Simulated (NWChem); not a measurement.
Program: NWChem. System: ClLi, charge 1, spin multiplicity 2, at the geometry of a parent with another charge or spin, in a state set for the comparison that need not be this species' ground state. Its SCF solution wasn't tested for a lower state. Level: ROCCSD(T)/def2-TZVP, 5 core orbitals frozen.

Input file:

```
start mol
memory heap 100 mb stack 700 mb global 1900 mb
charge 1
geometry units angstroms nocenter noautoz
  Li     0.000000     0.000000    -1.700614
  Cl     0.000000     0.000000     0.300108
  symmetry group C2v
end
basis spherical
  * library def2-tzvp
end
scf
  rohf
  nopen 1
  maxiter 100
  thresh 1e-7
  semidirect memsize 60000000 filesize 0
  # guess.movecs holds the orbitals of an unrestricted PBE0 run
  vectors input guess.movecs swap 8 10 output mol.movecs
end
tce
  freeze core 5
  ccsd(t)
  2eorb
  2emet 13
  thresh 1e-6
  maxiter 100
  tilesize 24
end
task tce energy
```

Output (cleaned and shortened):

```
             Northwest Computational Chemistry Package (NWChem) 7.3.0
             --------------------------------------------------------

                                NWChem Input Module
                                -------------------

 Scaling coordinates for geometry "geometry" by  1.889725989
 (inverse scale =  0.529177249)

 Turning off AUTOSYM since
 SYMMETRY directive was detected!

                             Geometry "geometry" -> ""
                             -------------------------

 Output coordinates in angstroms (scale by  1.889725989 to convert to a.u.)

  No.       Tag          Charge          X              Y              Z
 ---- ---------------- ---------- -------------- -------------- --------------
    1 Li                   3.0000     0.00000000     0.00000000    -1.70061400
    2 Cl                  17.0000     0.00000000     0.00000000     0.30010800

 Effective nuclear repulsion energy (a.u.)      13.4891502662

            Nuclear Dipole moment (a.u.)
            ----------------------------
        X                 Y               Z
 ---------------- ---------------- ----------------
     0.0000000000     0.0000000000    -0.0000113384

      Symmetry information
      --------------------

 Group name             C2v
 Group number             16
 Group order               4
 No. of unique centers     2

      Symmetry unique atoms

     1    2


 Summary of "ao basis" -> "" (spherical)
 ------------------------------------------------------------------------------
       Tag                 Description            Shells   Functions and Types
 ---------------- ------------------------------  ------  ---------------------
 *                         def2-tzvp                  on all atoms

 Summary of "ao basis" -> "ao basis" (spherical)
 ------------------------------------------------------------------------------
       Tag                 Description            Shells   Functions and Types
 ---------------- ------------------------------  ------  ---------------------
 Li                        def2-tzvp                 8       14   5s3p
 Cl                        def2-tzvp                13       37   5s5p2d1f

                                 NWChem SCF Module
                                 -----------------

  ao basis        = "ao basis"
  functions       =    51
  atoms           =     2
  closed shells   =     9
  open shells     =     1
  charge          =   1.00
  wavefunction    = ROHF
  use symmetry    = T
  symmetry adapt  = T

 Summary of "ao basis" -> "ao basis" (spherical)
 ------------------------------------------------------------------------------
       Tag                 Description            Shells   Functions and Types
 ---------------- ------------------------------  ------  ---------------------
 Li                        def2-tzvp                 8       14   5s3p
 Cl                        def2-tzvp                13       37   5s5p2d1f

      Symmetry analysis of basis
      --------------------------

        a1         24
        a2          3
        b1         12
        b2         12

 Forming initial guess at       0.1s

 Swapping ROHF orbitals     8   10

      Symmetry analysis of molecular orbitals - initial
      -------------------------------------------------

  Numbering of irreducible representations:

     1 a1          2 a2          3 b1          4 b2

  Orbital symmetries:

     1 a1          2 a1          3 b1          4 a1          5 b2
     6 a1          7 a1          8 b2          9 a1         10 b1
[...]
              MO Center= -3.7D-15,  2.2D-14, -1.8D+00, r^2= 5.5D+00
   Bfn.  Coefficient  Atom+Function         Bfn.  Coefficient  Atom+Function
  ----- ------------  ---------------      ----- ------------  ---------------
    10      1.014135  1 Li py                33     -0.237546  2 Cl py

 center of mass
 --------------
 x =   0.00000000 y =   0.00000000 z =  -0.06468238

 moments of inertia (a.u.)
 ------------------
          83.531348298629           0.000000000000           0.000000000000
           0.000000000000          83.531348298629           0.000000000000
           0.000000000000           0.000000000000           0.000000000000

  Mulliken analysis of the total density
  --------------------------------------

    Atom       Charge   Shell Charges
 -----------   ------   -------------------------------------------------------
    1 Li   3     2.08   0.36  1.29  0.34  0.02 -0.00  0.06  0.01  0.00
    2 Cl  17    16.92   2.01  0.45  1.51  1.15  0.87  4.18  1.69  1.03  2.78  1.22  0.00  0.01  0.00

 Mulliken analysis of the open-shell density
 -------------------------------------------

    Atom       Charge   Shell Charges
 -----------   ------   -------------------------------------------------------
    1 Li   3     0.00   0.00 -0.00  0.00  0.00 -0.00  0.00  0.00  0.00
    2 Cl  17     1.00   0.00  0.00 -0.00  0.00 -0.00  0.03 -0.02  0.18  0.58  0.23  0.00  0.00  0.00

       Multipole analysis of the density wrt the origin
       ------------------------------------------------

     L   x y z        total         open         nuclear
     -   - - -        -----         ----         -------
     0   0 0 0      1.000000     -1.000000     20.000000

     1   1 0 0     -0.000000     -0.000000      0.000000
     1   0 1 0      0.000000      0.000000      0.000000
     1   0 0 1     -2.619807     -0.494122     -0.000011

     2   2 0 0     -8.163575     -2.287193      0.000000
     2   1 1 0      0.000000      0.000000      0.000000
     2   1 0 1     -0.000000     -0.000000      0.000000
     2   0 2 0     -9.777827     -0.741488      0.000000
     2   0 1 1      0.000000      0.000000      0.000000
     2   0 0 2      0.788135     -1.022531     36.451159

                   NWChem Extensible Many-Electron Theory Module
                   ---------------------------------------------


            General Information
            -------------------
      Number of processors :     1
         Wavefunction type : Restricted open-shell Hartree-Fock
          No. of electrons :    19
           Alpha electrons :    10
            Beta electrons :     9
           No. of orbitals :   102
            Alpha orbitals :    51
             Beta orbitals :    51
        Alpha frozen cores :     5
         Beta frozen cores :     5
     Alpha frozen virtuals :     0
      Beta frozen virtuals :     0
         Spin multiplicity : doublet
    Number of AO functions :    51
       Number of AO shells :    21
        Use of symmetry is : on
      Symmetry adaption is : on
         Schwarz screening : 0.10D-09

          Correlation Information
          -----------------------
          Calculation type : Coupled-cluster singles & doubles w/ perturbation
   Perturbative correction : (T)
            Max iterations :      100
        Residual threshold : 0.10D-05
     T(0) DIIS level shift : 0.00D+00
     L(0) DIIS level shift : 0.00D+00
     T(1) DIIS level shift : 0.00D+00
     L(1) DIIS level shift : 0.00D+00
     T(R) DIIS level shift : 0.00D+00
     T(I) DIIS level shift : 0.00D+00
   CC-T/L Amplitude update :  5-th order DIIS
                I/O scheme : Global Array Library
        L-threshold :  0.10D-05
        EOM-threshold :  0.10D-05
 no EOMCCSD initial starts read in
 TCE RESTART OPTIONS
 SLICE:      F
 D4D5:       F
 quantumc:   F
 qrotation:  F
 pwtce:      F
 qducc:      F
 nacto:                         0
 nrotv:                         0
 nrot:                          0

            Memory Information
            ------------------
          Available GA space size is     249031598 doubles
          Available MA space size is     104852212 doubles

 Maximum block size supplied by input
 Maximum block size        24 doubles

 tile_dim =     18

 -------------------------------------------------

 Global array virtual files algorithm will be used

 Parallel file system coherency ......... OK

 4-electron integrals stored in orbital form

 v2    file size   =           382855
 4-index algorithm nr.  13 is used
 imaxsize =       30
 imaxsize ichop =        0


CCSD iterations
 ---------------------------------------------------------
 Iter          Residuum       Correlation     Cpu    Wall
 ---------------------------------------------------------
    1   0.1379692986126  -0.1980955485193     0.2     0.2
    2   0.0283758361512  -0.2154666541487     0.2     0.2
    3   0.0084686253904  -0.2189209896586     0.2     0.2
    4   0.0031265304886  -0.2197042599503     0.2     0.2
    5   0.0012761618651  -0.2199270364698     0.2     0.2
    6   0.0001917083939  -0.2200384597568     0.1     0.1
    7   0.0000637749308  -0.2200414370596     0.2     0.2
    8   0.0000278368155  -0.2200406219293     0.2     0.2
    9   0.0000125646514  -0.2200406333950     0.2     0.2
   10   0.0000064133734  -0.2200406220218     0.2     0.2
   11   0.0000016007028  -0.2200405911317     0.1     0.1
   12   0.0000005821756  -0.2200406676381     0.2     0.2
 -----------------------------------------------------------------
 Iterations converged
 CCSD correlation energy / hartree =        -0.220040667638114
 CCSD total energy / hartree       =      -466.931161845428278

 Singles contributions

 Doubles contributions
 CCSD(T)
 Using plain CCSD(T) code
             total no. of tasks          365
 total no. of tasks / no. procs          365
                         wl_min            9           1.4
                         wl_max       157464           7.3
        thresh for no. of tasks          365

 CCSD[T]  correction energy / hartree =        -0.006082123490581
 CCSD[T] correlation energy / hartree =        -0.226122791128695
 CCSD[T] total energy / hartree       =      -466.937243968918835
 CCSD(T)  correction energy / hartree =        -0.006108069823189
 CCSD(T) correlation energy / hartree =        -0.226148737461304
 CCSD(T) total energy / hartree       =      -466.937269915251477

 Task  times  cpu:        5.2s     wall:        5.2s

 Total times  cpu:        5.3s     wall:        5.3s
```
